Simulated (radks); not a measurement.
Values are calculated unless marked as measured or tabulated.
Task: The table gives one normalised radial function P(r) = r R(r) of Fe6+ in [Ne] 3s2 3p5 3d3 (r in bohr). Code: a radial shooting solver on a logarithmic mesh with Libxc functionals. Model: scalar-relativistic Kohn-Sham, PBEsol, spin-polarised, spherical densities, finite nucleus; open shells are filled with parallel spins first; Fermi nuclear charge, rms radius 3.7377 fm.

r	P
0.001936	0.0622
0.002442	0.0771
0.003079	0.0952
0.003883	0.1170
0.004897	0.1429
0.006176	0.1734
0.007788	0.2082
0.009901	0.2484
0.01249	0.2898
0.01575	0.3309
0.01986	0.3670
0.02504	0.3912
0.03158	0.3935
0.03983	0.3620
0.05023	0.2838
0.06335	0.1489
0.07989	-0.0432
0.1007	-0.2759
0.1271	-0.5071
0.1615	-0.6714
0.2037	-0.6726
0.2569	-0.4546
0.324	-0.0186
0.4086	0.5369
0.5152	1.0306
0.6498	1.2751
0.8195	1.1911
1.033	0.8635
1.303	0.4792
1.644	0.1959
2.073	0.0558
2.614	0.0102

Which n and l does it have? It may be an empty orbital.

Result: n = 3, l = 0: the number of nodes gives n - l - 1 = 2, the rise at small r (about r^(l+1)) gives l, and the extent must fit the shell. The curve is that of 3s up; the table hardly tells the two spins apart. 3s up: eigenvalue -203.70 eV, 2 radial nodes at r = 0.0762, 0.327 bohr, <r> = 0.771 bohr, 90 % of the charge inside 1.14 bohr.
